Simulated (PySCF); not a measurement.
Isomers of [C7H4F3]- (charge -1), one GFN2-xTB conformer each. Single-point energies are computed at PBE0/pcSseg-1 (PySCF, gas phase, no added dispersion term), electronic only.

| SMILES | GFN2-xTB relative energy (kcal/mol) |
| --- | --- |
| FC(F)=C(F)c1cc[cH-]c1 | 0.0 |
| [C-]#C/C(=C/C)C(F)=C(F)F | 89.7 |

Conformers: `[F:1][C:2]([F:3])=[C:4]([F:5])[c:6]1[cH:7][cH:8][cH-:9][cH:10]1` (charge -1) with C2–C4–C6–C7 0°; `[C-:1]#[C:2]/[C:3](=[CH:4]/[CH3:5])[C:6]([F:7])=[C:8]([F:9])[F:10]` (charge -1) with C2–C3–C6–F7 -78°.

Problem. What does PBE0/pcSseg-1 give for the same structures?

Solution. 
| SMILES | PBE0/pcSseg-1 E (Eh) | PBE0/pcSseg-1 (kcal/mol) | GFN2-xTB (kcal/mol) | point group |
| --- | --- | --- | --- | --- |
| FC(F)=C(F)c1cc[cH-]c1 | -567.99758 | 0.0 | 0.0 | Cs |
| [C-]#C/C(=C/C)C(F)=C(F)F | -567.88170 | 72.7 | 89.7 | C1 |

Both levels put the same isomer lowest.
